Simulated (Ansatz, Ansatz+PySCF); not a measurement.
```yaml
atoms:
  - { symbol: Ti, position_ang: [0.0000, 0.0000, 0.0000] }
  - { symbol: Cl, position_ang: [1.3436, 1.3436, 1.3436] }
  - { symbol: Cl, position_ang: [1.3436, -1.3436, -1.3436] }
  - { symbol: Cl, position_ang: [-1.3436, 1.3436, -1.3436] }
  - { symbol: Cl, position_ang: [-1.3436, -1.3436, 1.3436] }
```

Basis set: def2-SVP (spherical functions). Correlated methods keep 25 orbitals frozen. Charge 0, multiplicity 1.

Computed with Ansatz (development build ahead of 0.2.0); each method stands on the lowest determinant of its kind that the runs found. Restricted open shells among the atoms or ions are ROHF, correlated in semicanonical orbitals with singles.

Give the atomization energy at this shape (free ground-state atoms in the same class of orbitals less the molecule, no zero-point energy) of singlet TiCl4 by RHF-MP2, UHF-MP2, RHF, UHF.

```
 method  atomization energy
RHF-MP2            16.56 eV
UHF-MP2            16.64 eV
    RHF            10.10 eV
    UHF             9.59 eV
```

Caution: other spin multiplicities were not run; the shape is not the minimum.
